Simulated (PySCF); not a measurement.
Which method gave which barrier?

Saddle point of CH5GaO, closed shell (CH₅GaO ([CH3][GaH][OH]) → CH₃GaO ([CH3][Ga][O]) + H₂; bonds formed: H2–H4; bonds broken: Ga1–H2, O3–H4), PBE0-D4/def2-TZVP structure:

```
8
angstrom
Ga 0.4011 -0.5245 0.2089
H -1.0404 -1.7269 -0.5312
O 0.9800 -2.0965 0.5116
H -0.2901 -2.1661 -0.1431
C 0.0428 1.3598 0.0180
H 0.8608 1.9472 0.4359
H -0.8827 1.6066 0.5398
H -0.0715 1.6003 -1.0397
```

Program: PySCF 2.14 with density fitting (its default auxiliary sets; JK sets also for MP2 and CCSD(T)). Basis: def2-TZVPP, with def2-QZVPP for the basis limit. Cores are frozen in the correlated methods. Filled d shells of the heavier atoms are correlated. The def2 sets are not built for correlating such inner shells, so the correlated values are less sure here. Extrapolation: Hartree–Fock as exp(−7.88 √X), correlation as X^−2.97. Four methods, as single points on the PBE0-D4 structures, gave these electronic barriers from the start structure: 240.3, 266.0, 312.4, 365.0 kJ/mol.

(1) The methods were, in alphabetical order, BHLYP-D4, HF, r2SCAN-D4, SPW92. Which gave which? (Judge from chemistry; the calculation decides.)

T1 diagnostic: at most 0.025.

## Answers

(1) The calculation gives: SPW92 240.3; r2SCAN-D4 266.0; BHLYP-D4 312.4; HF 365.0 kJ/mol. For comparison, CCSD(T) at an estimated basis limit (MP2 extrapolated from triple and quadruple zeta, plus CCSD(T) − MP2 in triple zeta) gives 283.3 kJ/mol.

Labels in which every atom is bracketed show which atoms are joined, not bond orders.

For scale, one of the runs: CCSD(T)/def2-TZVPP, 180 basis functions, launched by `OMP_NUM_THREADS=4 python run.py`. Hardware: 4 CPU threads of an Arm Neoverse V2, shared host. Wall time 5 min; peak host memory 2 GiB.
